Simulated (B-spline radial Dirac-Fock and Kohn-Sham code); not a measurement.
**Photoelectron lines of Sm⁵⁺ at 4740 eV**

System: the Sm⁵⁺ ion in the configuration [Xe] 4f3.

Method: the independent-particle Dirac-Slater model, thresholds from Dirac-Fock. Computed with an atomic code on a B-spline grid. The asymmetry parameter β is from the dipole term alone. Kinetic energies are from the vacuum level. Open shells are spread statistically over j, without multiplet splitting.

The last column is dσ/dΩ = σ/(4π) · [1 − (β/2) P₂(cos θ)] at θ = 0° from the beam of unpolarised light.

| subshell | electrons | binding (eV) | kinetic (eV) | σ (kb) | β | dσ/dΩ (kb/sr) |
| --- | --- | --- | --- | --- | --- | --- |
| 3s | 2 | 1820.2 | 2919.8 | 10.1 | 1.98 | ≈ 0 |
| 3p1/2 | 2 | 1635.8 | 3104.2 | 12.6 | 1.60 | 0.202 |
| 3p3/2 | 4 | 1513.1 | 3226.9 | 23.4 | 1.66 | 0.312 |
| 3d3/2 | 4 | 1197.0 | 3543.0 | 13.3 | 1.22 | 0.412 |
| 3d5/2 | 6 | 1171.1 | 3568.9 | 18.4 | 1.16 | 0.615 |
| 4s | 2 | 443.7 | 4296.3 | 2.57 | 1.98 | ≈ 0 |
| 4p1/2 | 2 | 370.9 | 4369.1 | 2.78 | 1.62 | 0.0420 |
| 4p3/2 | 4 | 343.4 | 4396.6 | 5.06 | 1.69 | 0.0624 |
| 4d3/2 | 4 | 221.4 | 4518.6 | 2.42 | 1.21 | 0.0756 |
| 4d5/2 | 6 | 216.4 | 4523.6 | 3.34 | 1.14 | 0.114 |
| 4f5/2 | 1.29 | 82.88 | 4657.1 | 0.0373 | 0.75 | 0.00186 |
| 4f7/2 | 1.71 | 82.22 | 4657.8 | 0.0472 | 0.73 | 0.00238 |
| 5s | 2 | 115.3 | 4624.7 | 0.534 | 1.98 | ≈ 0 |
| 5p1/2 | 2 | 90.54 | 4649.5 | 0.507 | 1.62 | 0.00765 |
| 5p3/2 | 4 | 85.67 | 4654.3 | 0.918 | 1.69 | 0.0112 |

Branching ratios of the spin-orbit partners (statistical value in brackets): 3p 1.86 (2.00), 3d 1.38 (1.50), 4p 1.82 (2.00), 4d 1.38 (1.50), 4f 1.27 (1.33), 5p 1.81 (2.00).

Run: 7.5 s of CPU time on 1 thread of Neoverse-N1 (shared host), peak memory 0.39 GiB.
